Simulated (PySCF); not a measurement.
Compound: Mo(NH2)4 (singlet state).
Bonds: Mo1–N2, Mo1–N5, Mo1–N8, Mo1–N11. Hydrogens: H3, H4 on N2; H6, H7 on N5; H9, H10 on N8; H12, H13 on N11.

A GFN2-xTB structure was refined with PBE0-D3(BJ)/def2-SVP geometry optimisation, gas phase, def2 core potentials past Kr in PySCF 2.14.0. Its GFN2-xTB values:

```json
{"coordinate": "Mo1–N2", "GFN2-xTB": "1.847 Å"}
{"coordinate": "Mo1–N11", "GFN2-xTB": "1.803 Å"}
{"coordinate": "N2–H3", "GFN2-xTB": "1.006 Å"}
{"coordinate": "N2–Mo1–N5", "GFN2-xTB": "155.0°"}
{"coordinate": "N2–Mo1–N8", "GFN2-xTB": "93.2°"}
```

Question: How do these coordinates change at the PBE0-D3(BJ)/def2-SVP level?

Answer: 
```
coordinate  PBE0-D3(BJ)/def2-SVP (Å or °)  change
   Mo1–N11                          1.922  +0.119
    Mo1–N2                          1.922  +0.075
     N2–H3                          1.022  +0.016
 N2–Mo1–N5                          108.0   -47.0
 N2–Mo1–N8                          112.1   +18.9
```

The energy falls by 326.0 kJ/mol over 21 energy and gradient evaluations, the largest force component goes from 0.0885 to 3.6e-04 Eh/bohr, and the atoms move by 1.163 Å rms after alignment. The bond that changes most is Mo1–N11 (ends: molybdenum bonded to 4 N; nitrogen bonded to Mo and 2 H), which lengthens by 0.119 Å. Bonds longer at the end by more than 0.005 Å: 8 of 12; shorter: 3. Among the dihedrals that turn most is N5–Mo1–N2–H4, from 155° to -162°. Rotational constants go from 3920, 3584, 2138 to 2921, 2918, 2820 MHz.

The run used 127 basis functions and 189 SCF cycles in all. Hardware: an Arm Neoverse V2 with one thread, shared host with 192 logical CPUs at a one-minute load of 58. Cost: 2.6 min of wall time, 0.48 GiB resident at most.

No PBE0-D3(BJ)/def2-SVP frequencies stand behind this structure, so it isn't proved a minimum.
